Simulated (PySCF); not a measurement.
**Zn: ionisation energy**

Zn [Ar] 3d10 4s2 (1S) → Zn⁺ [Ar] 3d10 4s1 (2S), as a difference of total energies. All numbers are calculated (PySCF 2.14, a scalar-relativistic core potential, in aug-cc-pVDZ-PP with ECP10MDF (5s5p4d2f, 54 functions)). Correlated levels: valence: 3s2 3p6 frozen. The calculations carry no spin-orbit coupling.

```tsv
method	ionisation energy (eV)
UHF	7.873
M06-L	9.599
MN15	9.466
MP2 (valence)	9.170
SCS-MP2 (valence)	9.181
```

Errors of the correlated levels include the incompleteness of this basis and the frozen core.

MP2 underrates the near-degeneracy of ns² with np² in the lower species.

Which method comes closest to the reference value, and which is furthest?

The reference is 9.394 eV (measured; NIST Atomic Spectra Database, ionization energies). Closest: MN15 (error 0.072 eV); furthest: UHF (error -1.521 eV).
